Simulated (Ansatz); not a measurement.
**Relaxing a trial structure of FH6NPSn+**

The starting geometry of this gas-phase singlet was optimised with GFN2-xTB.

```xyz
10

F    -0.4407    0.4020    0.2067
N     0.7216   -1.7988    2.0249
P     0.9788    0.7903   -0.4553
Sn    2.6317   -1.0530    0.7901
H    -0.0104   -1.0887    2.0648
H     1.0023   -1.9720    2.9906
H     0.2840   -2.6550    1.6857
H     2.6357    0.3225    1.9675
H     0.5041    0.8482   -1.7651
H     0.9018    2.1510   -0.1738
```

Where would you expect an optimisation with PBE0-D3(BJ)/def2-SVP to take it?

It keeps its bonds.

The energy falls by 0.19 eV over 19 steps:

| step | E − E(last) (eV) |
| --- | --- |
| 1 | 0.186 |
| 3 | 0.026 |
| 5 | 0.014 |
| 7 | 0.008 |
| 9 | 0.004 |
| 11 | 0.002 |
| 13 | 0.000 |
| 15 | 0.000 |
| 17 | 0.000 |
| 19 | 0.000 |

Final geometry (Å):

```yaml
atoms:
  - { symbol: F, position_ang: [-0.4390, 0.6748, 0.5921] }
  - { symbol: N, position_ang: [0.7399, -1.7770, 1.8886] }
  - { symbol: P, position_ang: [0.8791, 0.7230, -0.3233] }
  - { symbol: Sn, position_ang: [2.7325, -0.9435, 0.9035] }
  - { symbol: H, position_ang: [-0.0320, -1.1047, 1.8423] }
  - { symbol: H, position_ang: [0.9046, -1.9554, 2.8834] }
  - { symbol: H, position_ang: [0.4068, -2.6551, 1.4833] }
  - { symbol: H, position_ang: [2.5313, 0.3703, 2.0836] }
  - { symbol: H, position_ang: [0.3300, 0.5024, -1.6127] }
  - { symbol: H, position_ang: [1.1557, 2.1116, -0.4049] }
```

Frequencies at the end are all real (lowest 58 cm⁻¹). Atoms past krypton carry core potentials, without spin–orbit terms. Run with Ansatz 0.2.0, 70 s on 2 threads of Intel(R) Xeon(R) Platinum 8375C CPU @ 2.90GHz (Ice Lake) (shared host).
